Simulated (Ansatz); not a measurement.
BF₃H₃P. The species carries charge 0 and has multiplicity 1. The bonds changed during the relaxation, so this is another structure than the one it started from.

```csv
atom,x (Å),y (Å),z (Å)
F1,-0.056,1.873,-1.188
B2,-0.530,0.678,-1.479
F3,0.192,-0.150,-2.206
F4,-1.796,0.403,-1.240
P5,0.375,-0.480,1.047
H6,1.744,-0.493,1.409
H7,-0.079,0.012,2.294
H8,0.150,-1.842,1.362
```

**Question.** List the harmonic frequencies (cm⁻¹, unscaled) at PBE0-D4/def2-TZVP in Ansatz. (An estimate is asked.)

**Answer.** Computed: 37, 66, 81, 81, 203, 204, 470, 470, 594, 874, 999, 1129, 1129, 1454, 1454, 2436, 2451, 2451.

**Question.** Is this a minimum?

**Answer.** Yes, all 18 modes are real.

**Question.** Give the ideal-gas thermochemistry at 298.15 K and 1 bar (rigid rotor, harmonic oscillator; point group C3v, symmetry number 3).

**Answer.** Zero-point energy 99.2 kJ/mol; H(298) − E = 122.6 kJ/mol; entropy 371.8 J/(mol·K), of which translation 166.5, rotation 105.0, vibration 100.2; G(298) − E = 11.7 kJ/mol. Modes under 100 cm⁻¹ are hindered rotations or soft bends, so the harmonic entropy is rough.

**Question.** And at 400, 500, 600, 800 and 1000 K?

**Answer.** 
```csv
T (K),H − E (kJ/mol),S (J/mol/K),G − E (kJ/mol)
400,133.8,404.0,-27.8
500,145.9,431.0,-69.6
600,158.9,454.7,-113.9
800,187.1,495.1,-209.0
1000,217.4,529.0,-311.5
```

**Question.** Rotational constants (cm⁻¹)?

**Answer.** 0.1637, 0.06383, 0.06383.
